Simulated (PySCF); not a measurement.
C3H8Si2, SMILES C=C1C[SiH2][SiH2]1.

Geometry optimised at TPSSh-D3(BJ)/def2-SVP. The structure was generated by enumeration, and PubChem lists no compound with its InChIKey, so it may never have been made.

These are TDA-CAM-B3LYP/def2-SVPD run with PySCF 2.14.0 values and carry that method's errors.

Vertical excitations. Gas-phase values at a fixed geometry.

Computed UV-visible absorptions:
```tsv
state	energy (eV)	λ (nm)	f	main pairs
S1	5.87	211	0.032	HOMO−1→LUMO 67 %, HOMO→LUMO 17 %, HOMO−2→LUMO 10 %
S2	6.42	193	0.170	HOMO→LUMO 31 %, HOMO−1→LUMO 23 %, HOMO→LUMO+1 22 %, HOMO−2→LUMO 13 %
S3	6.51	190	0.118	HOMO→LUMO+1 55 %, HOMO→LUMO 24 %
S4	6.59	188	0.058	HOMO−2→LUMO 59 %, HOMO→LUMO 15 %
S5	6.66	186	0.046	HOMO→LUMO+2 48 %, HOMO−1→LUMO+2 23 %, HOMO−2→LUMO 11 %
S6	6.87	180	0.178	HOMO−1→LUMO+1 38 %, HOMO→LUMO+2 21 %, HOMO−1→LUMO+2 17 %
S7	7.08	175	0.119	HOMO−1→LUMO+1 38 %, HOMO−1→LUMO+2 28 %, HOMO→LUMO+3 23 %
S8	7.14	174	0.010	HOMO→LUMO+3 43 %, HOMO−1→LUMO+3 35 %, HOMO−1→LUMO+2 7 %
S9	7.43	167	0.059	HOMO−1→LUMO+3 42 %, HOMO→LUMO+3 16 %, HOMO→LUMO+4 12 %, HOMO−1→LUMO+2 11 %
S10	7.49	165	0.037	HOMO−2→LUMO+1 67 %
T1	3.92	316	0	HOMO→LUMO 75 %
T2	5.34	232	0	HOMO−1→LUMO 72 %
T3	5.67	219	0	HOMO−1→LUMO+1 58 %, HOMO→LUMO+1 29 %
T4	5.92	209	0	HOMO−2→LUMO 74 %
```
Triplets are in the Tamm–Dancoff approximation.
